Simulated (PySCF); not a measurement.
A PySCF script (with the pyscf-properties extension) for the NMR shieldings of SMILES C([C@H](C=C)F)(=C)BN, C₅H₉BFN, on a GFN2-xTB geometry:

```python
import basis_set_exchange as bse
import numpy as np
from pyscf import gto, dft
from pyscf.prop import nmr

atoms = """
C     2.620630   -0.929768    0.301350
C     1.872189    0.131418    0.071004
C     0.775761    0.614493    0.975665
F     0.729796   -0.143825    2.134504
C    -0.555800    0.544446    0.258282
C    -1.064585    1.659118   -0.255741
B    -1.223614   -0.874465    0.111152
N    -2.591916   -0.986648    0.237091
H     2.491962   -1.521370    1.191784
H     3.390356   -1.241187   -0.383586
H     1.988350    0.732778   -0.820142
H     0.990562    1.642336    1.306330
H    -1.986253    1.649048   -0.813754
H    -0.578806    2.620620   -0.169154
H    -0.581128   -1.827038   -0.114942
H    -3.096276   -1.853456    0.157010
H    -3.188224   -0.204469    0.452702
"""
names = dict.fromkeys(["C", "F", "B", "N", "H"], "pcSseg-1")
basis = {el: gto.basis.parse(bse.get_basis(n, elements=[el], fmt="nwchem")) for el, n in names.items()}
mol = gto.M(atom=atoms, basis=basis, charge=0, verbose=0)
mf = dft.RKS(mol, xc="PBE0")
mf.grids.level = 2
mf.grids.alignment = dft.numint.BLKSIZE   # the property module wants whole blocks of grid points
mf.conv_tol = 1e-9
mf.kernel()

calc = nmr.RKS(mf)   # GIAO
C = mf.mo_coeff
Co = C[:, mf.mo_occ > 0]
resp = mf.gen_response(singlet=True, hermi=2)
def vind(x):   # induced exchange potential for any number of trial vectors
    d = np.einsum("pi,xij,qj->xpq", C, 2 * x.reshape(-1, C.shape[1], Co.shape[1]), Co, optimize=True)
    return np.einsum("xpq,pi,qj->xij", resp(d - d.transpose(0, 2, 1)), C, Co, optimize=True).ravel()
mo1, _ = nmr.rhf.solve_mo1(calc, with_cphf=vind)
sigma = calc.kernel(mo1)
for i, s in enumerate(sigma):   # ppm
    print("%2d %-2s %9.2f" % (i, mol.atom_pure_symbol(i), np.trace(s) / 3))
```

Task: What does it print?

Result: 
```
 0 C      67.27
 1 C      40.09
 2 C      83.12
 3 F     385.30
 4 C      21.66
 5 C      61.87
 6 B      64.73
 7 N     154.50
 8 H      25.82
 9 H      26.12
10 H      25.76
11 H      26.10
12 H      26.22
13 H      26.13
14 H      26.59
15 H      27.39
16 H      27.30
```

These numbers come from an equivalent density-fitted implementation of the same equations, which agrees with the script to about 0.01 ppm for H and up to a few tenths of a ppm for heavy atoms, so last digits may differ.

Size and cost of the density-fitted run: 181 basis functions, 36 s wall time on 1 thread of an Intel Xeon Platinum 8259CL, shared host; peak memory 0.82 GiB.
